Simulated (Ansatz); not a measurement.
A nudged elastic band was laid between two geometries of BClFH + FH (6 atoms, charge 0, multiplicity 1).

Computed with RKS PBE0-D4/def2-SVP in Ansatz.

| Item | Value |
| --- | --- |
| movable images | 5 |
| climbing image | yes |
| spring | 5.0 eV/Å² |
| optimiser | quadratic models (default) |
| start path | through a guess of the saddle point |
| force threshold | 0.03 eV/Å |
| iteration limit | 60 |
| end points | relaxed |

Initial state:

```xyz
6
Properties=species:S:1:pos:R:3
B 0.000 0.199 0.113
Cl -0.022 0.578 1.853
H 1.039 0.214 -0.485
F -1.154 0.144 -0.506
F 0.103 -2.030 0.568
H 0.042 -1.834 1.474
```

Final state:

```xyz
6
Properties=species:S:1:pos:R:3
B 0.025 -0.353 -0.468
Cl 0.017 0.037 2.584
H 1.031 0.280 -0.633
F -1.157 0.162 -0.708
F 0.075 -1.625 -0.111
H 0.017 -1.229 2.351
```

(1) Which bonds break or form, and what moves?

(2) Give the energies along the band, and the barrier.

(3) What is the geometry of the highest image?

(4) What are the harmonic wavenumbers there?

Answers

(1) Bonds broken: B1–Cl2, F5–H6. Bonds formed: B1–F5, Cl2–H6. BClFH + FH becomes BF2H + ClH.

(2) It converged. The highest image is number 2 of 0 to 6, 34.9 kJ/mol above the first end and 97.1 kJ/mol above the last; the last end lies 62.2 kJ/mol below the first. A vibrational analysis at the climbing image gives one clearly imaginary mode, 826i cm⁻¹: a first-order saddle point. The orbitals stay closed-shell, which can raise the energy where a bond breaks towards radicals; this wasn't checked here.

```json
{"image": "0", "path coordinate (Å)": "0.00", "energy (kJ/mol)": "0.0", "B1–Cl2 (Å)": "1.78", "F5–H6 (Å)": "0.93", "B1–F5 (Å)": "2.28"}
{"image": "1", "path coordinate (Å)": "0.46", "energy (kJ/mol)": "7.8", "B1–Cl2 (Å)": "1.84", "F5–H6 (Å)": "0.95", "B1–F5 (Å)": "1.87"}
{"image": "2", "path coordinate (Å)": "0.92", "energy (kJ/mol)": "34.9", "B1–Cl2 (Å)": "2.03", "F5–H6 (Å)": "1.15", "B1–F5 (Å)": "1.55"}
{"image": "3", "path coordinate (Å)": "1.27", "energy (kJ/mol)": "-6.2", "B1–Cl2 (Å)": "2.27", "F5–H6 (Å)": "1.51", "B1–F5 (Å)": "1.40"}
{"image": "4", "path coordinate (Å)": "1.63", "energy (kJ/mol)": "-47.0", "B1–Cl2 (Å)": "2.61", "F5–H6 (Å)": "1.86", "B1–F5 (Å)": "1.34"}
{"image": "5", "path coordinate (Å)": "1.98", "energy (kJ/mol)": "-60.0", "B1–Cl2 (Å)": "2.90", "F5–H6 (Å)": "2.17", "B1–F5 (Å)": "1.33"}
{"image": "6", "path coordinate (Å)": "2.33", "energy (kJ/mol)": "-62.2", "B1–Cl2 (Å)": "3.08", "F5–H6 (Å)": "2.49", "B1–F5 (Å)": "1.32"}
```

(3) 
```xyz
6
Properties=species:S:1:pos:R:3:forces:R:3
B 0.015 -0.203 0.034 0.00 0.00 0.00
Cl 0.004 0.202 2.027 0.00 0.00 0.00
H 1.048 0.165 -0.450 0.00 0.00 0.00
F -1.158 0.073 -0.504 0.00 0.00 0.00
F 0.062 -1.701 0.421 0.00 0.00 0.00
H 0.035 -1.265 1.488 0.00 0.00 0.00
```

(4) 826i, 276, 413, 499, 603, 785, 849, 1078, 1168, 1299, 1667, 2725 cm⁻¹.

The run took 2.3 min on 2 threads of Arm Neoverse V2, on a shared host, peak memory 0.12 GiB.
